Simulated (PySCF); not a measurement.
## Computed data sheet: benzoic acid, `O=C(O)c1ccccc1`

Species: benzoic acid, C₇H₆O₂.
Cartesian coordinates in Å at the PBE0-D3(BJ)/def2-SVP level; atoms count from 1:
```xyz
15
C7H6O2 angstrom
O      2.589   -1.446   -0.068
C      2.056   -0.368   -0.157
O      2.751    0.758   -0.372
C      0.593   -0.139   -0.043
C     -0.227   -1.250    0.178
C     -1.603   -1.087    0.290
C     -2.164    0.186    0.184
C     -1.349    1.297   -0.036
C      0.030    1.137   -0.149
H      3.681    0.494   -0.431
H      0.242   -2.233    0.256
H     -2.244   -1.955    0.462
H     -3.246    0.314    0.273
H     -1.791    2.292   -0.119
H      0.679    1.997   -0.321
```

Among its groups: carboxylic acid and benzene ring.

PBE0-D3(BJ)/def2-SVP geometry optimisation, gas phase (PySCF):

* Point group: Cs
* Rotational constants A, B, C: 3.893, 1.230, 0.935 GHz

From B3LYP/def2-SVPD ground state, ΔSCF and vertical TDDFT (core frozen in the response) (PySCF):

* Dipole moment: 2.14 D
* HOMO energy: -7.47 eV
* LUMO energy: -1.78 eV
* HOMO–LUMO gap: 5.69 eV
* Lowest singlet excitation: 4.90 eV (253 nm, f = 0.000)
* Strongest line among the 10 lowest singlet transitions: S6 at 6.68 eV (186 nm, f = 0.555)
* Lowest triplet excitation (Tamm–Dancoff): 3.81 eV
* Static isotropic polarisability: 88.7 au
* Vertical ionisation energy: 9.54 eV
* Electronic spatial extent ⟨r²⟩ about the centre of nuclear charge: 1176 bohr²

From B97-2/pcSseg-1 ground state and GIAO shieldings, non-relativistic (PySCF):

- 13C chemical shifts (computed TMS as zero) by class: 165.6 (C2), 136.1 (C7), 134.0 (C5/C9), 130.4 (C6/C8), 129.1 (C4) ppm
- 1H chemical shifts (computed TMS as zero) by class: 8.30 (H11/H15), 7.59 (H13), 7.51 (H12/H14), 5.81 (H10) ppm
- Isotropic shieldings of nuclei other than C and H, by class: -65 (O1), 136 (O3) ppm

**B3LYP/pcJ-1 indirect spin-spin coupling, non-relativistic, gas phase; spin–dipole term left out (PySCF)**

* Largest of the computed one-bond spin–spin couplings (means over like bonds): 13C–1H +172.4 (C5–H11 and 1 like it), 13C–1H +168.9 (C6–H12 and 1 like it), 13C–1H +167.0 (C7–H13), 17O–1H -77.6 (O3–H10) Hz

From delta-SCF UKS SCAN, pcX-2 on the ionised atom, pcseg-1 elsewhere, spin-free X2C (PySCF):

- Core binding energies: C1s 290.5 (C5/C9), C1s 290.6 (C6/C8), C1s 290.6 (C7), C1s 290.8 (C4), C1s 294.5 (C2), O1s 537.4 (O1), O1s 539.9 (O3) eV

Monoisotopic mass (most abundant isotopes): 122.0368 u.

In wavenumbers S1 is 39500 cm⁻¹ (1 eV = 8065.54 cm⁻¹). The largest Löwdin shares of the LUMO are 0.16 on C2, 0.15 on C7, 0.14 on C4 and 0.13 on O1. The largest Löwdin shares of the HOMO are 0.24 on C8, 0.23 on C5, 0.14 on C9 and 0.14 on C6. The ΔSCF ionisation energy exceeds −ε(HOMO) by 2.07 eV with B3LYP. No computed singlet falls in the visible range (750 to 380 nm, 1.65 to 3.26 eV); S1 lies 1.64 eV above its blue end. The vertical singlet–triplet gap S1 − T1 is 1.09 eV (TDDFT singlet less Tamm–Dancoff triplet; S1: HOMO−2→LUMO, weight 0.96; T1: HOMO−1→LUMO, weight 0.70). The rotational constants make it an asymmetric top with κ = (2B − A − C)/(A − C) = -0.80, nearer the prolate limit (−1).

 NMR classes are plain means over equivalent atoms (diastereotopic ones count apart unless rotation or inversion swaps them), as if these changed places fast; in this geometry the members of some classes differ.

One conformer stands for the species.
